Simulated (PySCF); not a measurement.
hexa-1,5-diene (C6H10), SMILES C=CCCC=C.

Geometry optimised at B3LYP-D3(BJ)/def2-SVP. One conformer was computed; it need not be the lowest.

Two levels are set side by side: TDDFT-PBE/def2-SVPD (PySCF) and TDDFT-PBE0/def2-SVPD (PySCF). Vertical, same geometry. The lowest singlet is HOMO→LUMO 57 %, HOMO−1→LUMO+1 39 % with PBE and HOMO→LUMO 53 %, HOMO−1→LUMO+1 20 %, HOMO−1→LUMO 18 % with the other functional; states are paired by order. Differences are taken from unrounded values.

| quantity | TDDFT-PBE |
|---|---|
| lowest singlet excitation (eV) | 5.50 |
| lowest triplet excitation (TDA) (eV) | 4.44 |
| first bright state (f over 0.05) (eV) | 6.83 |
| its oscillator strength | 0.10 |

**Question.** These are the TDDFT-PBE values. What does TDDFT-PBE0 give? (The exact figures need the calculation; the answer reports its results.)

**Answer.** 
```tsv
quantity	TDDFT-PBE0	TDDFT-PBE minus TDDFT-PBE0
lowest singlet excitation (eV)	6.62	-1.11
lowest triplet excitation (TDA) (eV)	4.30	0.14
first bright state (f over 0.05) (eV)	7.20	-0.37
its oscillator strength	0.19	-0.09
```

A lower first singlet is the usual sign of a functional without exact exchange. Differences between two approximate levels are no errors against the true value.

Rough cost on one machine, each run with all the roots and properties that it gave: TDDFT-PBE0 against TDDFT-PBE about 3 times.
